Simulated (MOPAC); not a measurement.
Job for MOPAC: AM1 on CH4BClO (SMILES CB(O)Cl), a point of a torsion scan.

```
AM1 1SCF PRECISE CHARGE=0 THREADS=1
CH4BClO

C     -0.93739579 1    -0.09206371 1     0.00156199 1
B      0.38367740 1     0.79429841 1     0.02290850 1
O      1.54807953 1     0.40908020 1     0.55638346 1
Cl     0.38067053 1     2.38750455 1    -0.65478971 1
H     -1.65263380 1     0.24315429 1    -0.74307697 1
H     -0.72107252 1    -1.14223452 1    -0.18549190 1
H     -1.43869827 1    -0.03995796 1     0.96753355 1
H      1.60286337 1    -0.46335576 1     0.94668633 1
```

It printed:

```
*******************************************************************************
 **                                                                           **
 **                              MOPAC v23.2.5                                **
 **                                                                           **
 *******************************************************************************
 ** MOPAC's Digital Object Identifier: https://doi.org/10.5281/zenodo.6511958 **
 **                                                                           **
 ** Please cite the open-source release paper for use of this MOPAC version:  **
 ** J. E. Moussa and J. J. P. Stewart (2026)                                  **
 ** MOPAC: An open-source semiempirical molecular orbital program             **
 ** J. Open Source Softw., 11(119), 8025, https://doi.org/10.21105/joss.08025 **
 *******************************************************************************

                              AM1 CALCULATION RESULTS

 *******************************************************************************
 *  AM1        - The AM1 Hamiltonian to be used
 *
 *
 *
 *                 CHARGE ON SYSTEM = 0
 *
 *
 *
 *  PRECISE    - TIGHTER CRITERIA TO BE USED
 *  1SCF       - DO 1 SCF AND THEN STOP
 *  THREADS=1  - MULTI-THREADING NOT USED
 *  T=         - A TIME OF 172800.0 SECONDS REQUESTED
 *  DUMP=N     - RESTART FILE WRITTEN EVERY 7200.0 SECONDS REQUESTED
 *******************************************************************************
AM1 1SCF PRECISE CHARGE=0 THREADS=1
 CH4BClO

   ATOM   CHEMICAL          X               Y               Z
  NUMBER   SYMBOL      (ANGSTROMS)     (ANGSTROMS)     (ANGSTROMS)

     1       C         -0.93739579  *  -0.09206371  *   0.00156199  *
     2       B          0.38367740  *   0.79429841  *   0.02290850  *
     3       O          1.54807953  *   0.40908020  *   0.55638346  *
     4      Cl          0.38067053  *   2.38750455  *  -0.65478971  *
     5       H         -1.65263380  *   0.24315429  *  -0.74307697  *
     6       H         -0.72107252  *  -1.14223452  *  -0.18549190  *
     7       H         -1.43869827  *  -0.03995796  *   0.96753355  *
     8       H          1.60286337  *  -0.46335576  *   0.94668633  *



          CARTESIAN COORDINATES

    NO.       ATOM           X           Y           Z

     1         C         -0.9374     -0.0921      0.0016
     2         B          0.3837      0.7943      0.0229
     3         O          1.5481      0.4091      0.5564
     4        Cl          0.3807      2.3875     -0.6548
     5         H         -1.6526      0.2432     -0.7431
     6         H         -0.7211     -1.1422     -0.1855
     7         H         -1.4387     -0.0400      0.9675
     8         H          1.6029     -0.4634      0.9467

  H: (AM1): M.J.S. DEWAR ET AL, J. AM. CHEM. SOC. 107 3902-3909 (1985)
  B: (AM1): M.J.S. DEWAR ET AL, ORGANOMETALLICS, 7, 513-521 (1988)
  C: (AM1): M.J.S. DEWAR ET AL, J. AM. CHEM. SOC. 107 3902-3909 (1985)
  O: (AM1): M.J.S. DEWAR ET AL, J. AM. CHEM. SOC. 107 3902-3909 (1985)
 Cl: (AM1): M.J.S. DEWAR AND E. G. ZOEBISCH, THEOCHEM, 180, 1 (1988).

           Empirical Formula: C H4 O B Cl  =     8 atoms



      MOLECULAR POINT GROUP   :   C1


      RHF CALCULATION, NO. OF DOUBLY OCCUPIED LEVELS = 12


 -------------------------------------------------------------------------------
 AM1 1SCF PRECISE CHARGE=0 THREADS=1
 CH4BClO



     1SCF WAS SPECIFIED, SO BFGS WAS NOT USED
     SCF FIELD WAS ACHIEVED


                              AM1 CALCULATION
                                                       MOPAC v23.2.5 Linux




          FINAL HEAT OF FORMATION =       -117.97979 KCAL/MOL =    -493.62743 KJ/MOL


          COSMO AREA              =        106.27 SQUARE ANGSTROMS
          COSMO VOLUME            =         90.67 CUBIC ANGSTROMS

          IONIZATION POTENTIAL    =         11.342577 EV
          HOMO LUMO ENERGIES (EV) =        -11.343  1.072
          NO. OF FILLED LEVELS    =         12
          MOLECULAR WEIGHT        =         78.3050         POINT GROUP:  C1

          MOLECULAR DIMENSIONS (Angstroms)

            Atom       Atom       Distance
            H     8    H     5     3.73533
           Cl     4    H     6     3.72648
            H     6    H     7     1.57514


          SCF CALCULATIONS        =          1





   ATOM   CHEMICAL          X               Y               Z
  NUMBER   SYMBOL      (ANGSTROMS)     (ANGSTROMS)     (ANGSTROMS)

     1       C         -0.93739579  *  -0.09206371  *   0.00156199  *
     2       B          0.38367740  *   0.79429841  *   0.02290850  *
     3       O          1.54807953  *   0.40908020  *   0.55638346  *
     4      Cl          0.38067053  *   2.38750455  *  -0.65478971  *
     5       H         -1.65263380  *   0.24315429  *  -0.74307697  *
     6       H         -0.72107252  *  -1.14223452  *  -0.18549190  *
     7       H         -1.43869827  *  -0.03995796  *   0.96753355  *
     8       H          1.60286337  *  -0.46335576  *   0.94668633  *

                             CARTESIAN COORDINATES

   1    C       -0.937395790    -0.092063710     0.001561990
   2    B        0.383677400     0.794298410     0.022908500
   3    O        1.548079530     0.409080200     0.556383460
   4   Cl        0.380670530     2.387504550    -0.654789710
   5    H       -1.652633800     0.243154290    -0.743076970
   6    H       -0.721072520    -1.142234520    -0.185491900
   7    H       -1.438698270    -0.039957960     0.967533550
   8    H        1.602863370    -0.463355760     0.946686330


           Empirical Formula: C H4 O B Cl  =     8 atoms



      MOLECULAR POINT GROUP   :   C1


                  EIGENVALUES
 -38.33735 -36.75203 -30.06165 -22.12224 -17.25712 -16.14926 -14.98903 -13.46890
 -13.41126 -12.64304 -11.98715 -11.34258   1.07150   1.92876   3.77273   4.02986
   4.36533   4.91523   5.01049   7.13392


              NET ATOMIC CHARGES AND DIPOLE CONTRIBUTIONS

  ATOM NO.   TYPE          CHARGE      No. of ELECS.   s-Pop       p-Pop
    1          C          -0.301395        4.3014     1.23398     3.06741
    2          B           0.218632        2.7814     1.16252     1.61885
    3          O          -0.307640        6.3076     1.82243     4.48521
    4         Cl          -0.122206        7.1222     1.97956     5.14265
    5          H           0.097247        0.9028     0.90275
    6          H           0.078943        0.9211     0.92106
    7          H           0.090717        0.9093     0.90928
    8          H           0.245703        0.7543     0.75430
 DIPOLE           X         Y         Z       TOTAL
 POINT-CHG.    -0.532    -1.922     0.705     2.116
 HYBRID        -0.254    -0.674     0.227     0.755
 SUM           -0.786    -2.596     0.933     2.868


          ATOMIC ORBITAL ELECTRON POPULATIONS

     Atom    s        px        py        pz
    1  C   1.23398   1.01985   1.01066   1.03690
    2  B   1.16252   0.63302   0.60260   0.38323
    3  O   1.82243   1.45715   1.36635   1.66171
    4 Cl   1.97956   1.97248   1.35259   1.81758
    5  H   0.90275
    6  H   0.92106
    7  H   0.90928
    8  H   0.75430

 **********************
 *                    *
 * JOB ENDED NORMALLY *
 *                    *
 **********************




 == MOPAC DONE ==
```

The run finished.

Cost: roughly 0.020 core-seconds.
